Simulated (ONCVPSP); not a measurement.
## u(r) = r·R(r): atom against pseudo-atom (Ca (Z = 20))

Columns: radius, all-electron u(r) and pseudo u(r) of the 3s shell (level -53.99 eV) of calcium in the configuration [Ne] 3s2 3p6 4s1; PBE, scalar-relativistic, ONCV scheme, ONCVPSP 4.0.1.

| r (bohr) | all-electron | pseudo |
| --- | --- | --- |
| 0.095 | 0.0407 | 0.1265 |
| 0.190 | -0.4527 | 0.2530 |
| 0.285 | -0.5052 | 0.3780 |
| 0.380 | -0.2573 | 0.4983 |
| 0.475 | 0.0917 | 0.6096 |
| 0.570 | 0.4242 | 0.7079 |
| 0.665 | 0.6893 | 0.7908 |
| 0.760 | 0.8747 | 0.8574 |
| 0.855 | 0.9847 | 0.9069 |
| 0.950 | 1.0316 | 0.9382 |
| 1.045 | 1.0305 | 0.9490 |
| 1.140 | 0.9952 | 0.9376 |
| 1.235 | 0.9374 | 0.9038 |
| 1.330 | 0.8664 | 0.8505 |
| 1.425 | 0.7890 | 0.7832 |
| 1.520 | 0.7101 | 0.7086 |
| 1.615 | 0.6331 | 0.6328 |
| 1.710 | 0.5600 | 0.5599 |
| 1.805 | 0.4922 | 0.4921 |
| 1.900 | 0.4303 | 0.4302 |
| 1.995 | 0.3744 | 0.3744 |
| 2.090 | 0.3246 | 0.3246 |
| 2.185 | 0.2805 | 0.2804 |
| 2.280 | 0.2417 | 0.2416 |
| 2.375 | 0.2077 | 0.2077 |
| 2.470 | 0.1781 | 0.1781 |

Problem. How many radial nodes do the two functions have?

Solution. The all-electron 3s function has n − l − 1 = 2; the pseudo-wave has 0, since the states of the same l below it are removed with the core.

Problem. At about which radius was the pseudo-wave matched?

Solution. 1.85 bohr. The columns agree to 0.0005 from 1.61 bohr on; several derivatives are matched, so the curves merge somewhat inside the radius.

Problem. Is the pseudo-wave norm-conserving?

Solution. Yes: the ONCV scheme keeps the norm inside the radius equal to the all-electron one, which fixes the energy derivative of the logarithmic derivative at the level.
